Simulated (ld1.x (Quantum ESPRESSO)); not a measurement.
## Pseudopotential generation for beryllium: TM, LDA (PZ), scalar-relativistic.

ld1.x (Quantum ESPRESSO) 7.5 input, shortened:

```
&input
   title='Be', zed=4., rel=1, dft='PZ', iswitch=3,
   config='[He] 2s2 2p0 3d-2'
 /
 &inputp
   pseudotype=2, tm=.true., lloc=1,
   nlcc=.false.
 /
3
1S  1  0   2.00   0.00  0.40  0.40  0.0
3D  3  2  -2.00   0.45  3.25  3.25  0.0
2P  2  1   0.00   0.00  4.20  4.20  0.0
 &test
   configts(1)='1s2 2s2 2p0'
 /
```

Occupied shells without a wave of their own: 2s. They enter only through the test configuration that unscreens the potential.

Poles of the logarithmic derivatives, all-electron (AE) and pseudo (PS). s: poles at -0.3, 1.4, 4.3 (AE) and -0.4, 1.6, 4.6 (PS) Ry. p: poles at -0.0, 1.5, 4.0 (AE) and -0.0, 1.8, 4.6 (PS) Ry. d: poles at 1.0, 3.0 (AE) and 0.1, 1.3 (PS) Ry. Test radius 4.57 bohr.

- Ghost test: no extra level below or beside the all-electron valence levels (s, d, p, f tested) (spherical-Bessel basis up to 400 Ry, 20 bohr box)
- Configuration tests: 1 of 9 tests not solved or not reliable
